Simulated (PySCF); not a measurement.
# In(2+) (indium, charge +2): UHF calculation

Configuration: [Kr] 4d10 5s1, 2S determinant. Calculation: PySCF 2.14, in aug-cc-pVTZ-PP with one added diffuse shell each of d, f type with ECP28MDF (6s5p5d3f, 67 functions); a scalar-relativistic core potential.

```json
{
  "Total energy": "-188.393594 hartree",
  "One-electron energy": "-321.4921 hartree",
  "Hartree (Coulomb) energy": "148.5694 hartree",
  "Exchange energy": "-15.4709 hartree",
  "⟨S²⟩": "0.7507",
  "⟨L²⟩": "0.000",
  "Sum of ⟨r⟩": "21.44 bohr",
  "Sum of ⟨r²⟩": "29.92 bohr²"
}
```

```
shell  electrons  mean orbital energy (hartree)  rms radius, mean of both spins (bohr)
 4s α          1                       -6.02841                                  0.912
 4s β          1                       -6.01612                                  0.912
 4p α          3                       -4.28026                                  0.994
 4p β          3                       -4.27610                                  0.994
 4d α          5                       -1.66414                                   1.25
 4d β          5                       -1.65546                                   1.25
 5s α          1                       -0.98354                                   2.57
```

Energies and moments cover only the electrons outside the core potential.
